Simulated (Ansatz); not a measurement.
Energy difference R1 → P1, each structure at its B3LYP-D3(BJ)/def2-TZVP stationary point, reached from a drawn start; harmonic modes at that level show minima.
P1, C6H6 (SMILES C#CCCC#C) (charge 0, multiplicity 1):
```tsv
atom	x (Å)	y (Å)	z (Å)
C	-2.2974	1.0329	-0.3450
C	-1.5442	0.1290	-0.1124
C	-0.6185	-0.9527	0.1887
C	0.7294	-0.4599	0.7630
C	1.5092	0.3175	-0.1885
C	2.1419	0.9473	-0.9893
H	-2.9626	1.8328	-0.5581
H	-1.0768	-1.6286	0.9157
H	-0.4303	-1.5367	-0.7155
H	1.3091	-1.3315	1.0786
H	0.5401	0.1384	1.6576
H	2.7000	1.5113	-1.6951
```
R1, C6H6 (SMILES c1ccccc1) (charge 0, multiplicity 1):
```
atom    x (Å)    y (Å)    z (Å)
----  -------  -------  -------
C     -0.7949   1.1404   0.0331
C     -1.3845  -0.1157  -0.0577
C     -0.5896  -1.2561  -0.0908
C      0.7949  -1.1404  -0.0331
C      1.3845   0.1157   0.0577
C      0.5896   1.2561   0.0908
H     -1.4138   2.0283   0.0589
H     -2.4624  -0.2057  -0.1026
H     -1.0486  -2.2340  -0.1615
H      1.4138  -2.0283  -0.0589
H      2.4624   0.2057   0.1026
H      1.0486   2.2340   0.1615
```

P less R. No zero-point or thermal terms. One arrangement of each flexible species, with no search for the lowest.

Frozen-core correlation throughout.

Run with Ansatz (a quantum-chemistry and plane-wave program). No computed number here is a measurement.

Total energies in hartree:

| structure | PBE/def2-TZVPP | B3LYP/def2-TZVPP | CCSD(T)/cc-pVTZ |
|---|---|---|---|
| P1 | -231.876057 | -232.201952 | -231.672340 |
| R1 | -232.021065 | -232.340000 | -231.805623 |

Q: Work out the reaction energy at each level in kJ/mol (1 hartree = 2625.49964 kJ/mol), and say how far PBE/def2-TZVPP lies from CCSD(T)/cc-pVTZ.

A: 
- PBE/def2-TZVPP: (-231.876057) − (-232.021065) = 0.145008 hartree = 380.7 kJ/mol
- B3LYP/def2-TZVPP: (-232.201952) − (-232.340000) = 0.138048 hartree = 362.4 kJ/mol
- CCSD(T)/cc-pVTZ: (-231.672340) − (-231.805623) = 0.133283 hartree = 349.9 kJ/mol
PBE/def2-TZVPP less CCSD(T)/cc-pVTZ: 30.8 kJ/mol. CCSD(T)/cc-pVTZ is the level counted from, the highest shown, and no exact or measured value.
